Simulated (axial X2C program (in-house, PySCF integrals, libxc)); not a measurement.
**Potential curves of CsSe, with spin–orbit coupling**

Computed with an in-house all-electron X2C program for linear molecules (integrals from PySCF). Two-component (2c) means X2C with spin–orbit coupling and atomic mean-field two-electron Coulomb and Gaunt terms. Basis: Cs dyall-cv3z [15s15p9d4f1g], Se dyall-cv3z [8s9p6d4f1g] (cores contracted in-house); Gaussian nuclei, density fitting, unrestricted open shells. Masses: Cs 132.905 u, Se 79.917 u.

State: Ω = 3/2 (⟨Sz⟩ = 0.50, ⟨Lz⟩ = 1.00 at BP86). Energies in kJ/mol from the fragments at the same level (Cs + Se). Fits are polynomials in 1 − R0/R over 0.85 to 1.23 times the lowest point R0.

```
 R (Å)     BP86  CCSD(T)     CCSD
2.7823  -216.42                  
2.9102  -240.63  -203.48  -200.21
3.0061  -250.90  -216.23  -213.30
3.1021  -256.25  -223.41  -220.78
3.1980  -257.79  -226.33  -223.95
3.3099  -256.12  -225.70  -223.57
3.4219  -251.69  -221.90  -219.98
3.5658  -243.40  -213.86  -212.16
3.7417  -230.82                  
3.9975  -210.62
```

Correlated methods: 15 electrons correlated (number of frozen shells: Cs 4 s, 3 p, 2 d; Se 3 s, 2 p, 1 d), 311 virtual spin orbitals or spinors in MP2, 90 natural virtuals in coupled cluster.

The state is one determinant whose occupation by symmetry is held fixed; it was picked as the lowest of a PBE0 search that is not exhaustive. De is counted from the lowest determinant-based energies of the atoms at the same level, without counterpoise correction. Density functionals use the spin component along the axis (collinear). Coupled cluster ran in a truncated set of natural virtual spinors; the MP2 energy of the rest was added. (T) has no such correction and the atoms are truncated less, which lowers De at CCSD(T) by a hundredth of an eV or more. PBE0 can misorder states that lie within some tenths of an eV, so this need not be the ground state of the molecule. The nearest other 2c determinant of the search, Ω = 1/2, lies 0.14 eV up at the distance of the search. The functionals have no current-density term, which raises determinants with orbital currents, atoms included. At some level and bond length an empty orbital lies below a filled one. Coupled cluster ran on the points near the minimum only. MP2 and coupled cluster on one determinant become unreliable at the stretched end.

Question: Fit the BP86 curve near its minimum: give the equilibrium distance, the harmonic wavenumber and the well depth.

Answer: At BP86, 2c: Re = 3.198 Å, ωe ≈ 131 cm⁻¹, De = 2.67 eV to Cs + Se; Be follows as 0.033 cm⁻¹.

Question: Fit the CCSD(T) curve near its minimum: give the equilibrium distance, the harmonic wavenumber and the well depth.

Answer: At CCSD(T), 2c: Re = 3.234 Å, ωe ≈ 133 cm⁻¹, De = 2.35 eV to Cs + Se; Be follows as 0.0323 cm⁻¹.

Question: What are Re, ωe and De at the CCSD level?

Answer: At CCSD, 2c: Re = 3.241 Å, ωe ≈ 133 cm⁻¹, De = 2.32 eV to Cs + Se; Be follows as 0.0322 cm⁻¹.
